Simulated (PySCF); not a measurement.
Unrelated species, one level of theory. The calculation used TDDFT B3LYP/def2-SVPD, vertical, gas phase, core orbitals frozen in the response (PySCF). Geometries: PBE0-D3(BJ)/def2-SVP; one conformer of each isolated species. Triplets are in the Tamm–Dancoff approximation. 'Strongest' means the level of largest summed f among the lowest 10 singlets; it needn't be the same kind of state in each. Ions are computed without counter-ions or solvent.

Task: Rank by computed energy of the strongest computed level, lowest first.
A. `C=C=CC#N` (cyanoallene)
B. `[C-]#[N+]C#CC` (propynyl isocyanide)
C. `c1c(P(=O)(C)C)cccc1` (dimethylphenyl phosphine oxide)
D. `C[N+](C)(C)C` (tetramethylammonium)

Result: C (5.95 eV), A (6.20 eV), B (7.73 eV), D (10.68 eV).

| SMILES | strongest (eV) | HOMO (eV) | α (au) | S1 (eV) | f (S1) | S1 mainly |
| --- | --- | --- | --- | --- | --- | --- |
| CP(C)(=O)c1ccccc1 | 5.95 | -7.26 | 119.5 | 5.27 | 0.003 | H→L (33%) |
| C=C=CC#N | 6.20 | -8.02 | 56.3 | 5.39 | 0.000 | H-1→L (88%) |
| [C-]#[N+]C#CC | 7.73 | -7.85 | 58.6 | 5.10 | 0.000 | H-1/H→L/L+1 (≥86%) |
| C[N+](C)(C)C | 10.68 | -15.78 | 53.2 | 10.46 | 0.000 | H-2/H-1/H→L (≥95%) |

H and L stand for HOMO and LUMO. A slash joins orbitals within 0.01 eV of each other, whose weights are summed (≥ marks a lower bound).
